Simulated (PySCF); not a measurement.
## Working out the ionisation energy of As

As [Ar] 3d10 4s2 4p3 (4S) → As⁺ [Ar] 3d10 4s2 4p2 (3P). Computed with PySCF 2.14 in dyall-av2z, with no relativity, point nucleus. Frozen: [Ar] 3d10; the 34 highest virtual orbitals dropped. Energies in hartree (1 hartree = 27.21139 eV):

| part | As (lower) | As⁺ (upper) |
| --- | --- | --- |
| UHF | -2234.213716 | -2233.865653 |
| CCSD correlation | -0.075742 | -0.063475 |
| (T) | -0.001396 | -0.000924 |

Q: What does Hartree-Fock give?

A: (-2233.865653) − (-2234.213716) = 0.348063 hartree = 9.471 eV.

Q: What do CCSD and CCSD(T) give?

A: The CCSD correlation energies differ by 0.012267 hartree = 0.334 eV and the triples by 0.000472 hartree = 0.013 eV, so CCSD gives 9.805 eV and CCSD(T) 9.818 eV.

Measured between the centres of the two terms (NIST): 10.008 eV, so CCSD(T) (valence) is off by -0.190 eV.

The calculation is non-relativistic.

A double-zeta basis recovers only part of the correlation energy.

What remains against the reference includes basis incompleteness, the frozen core and higher excitations.
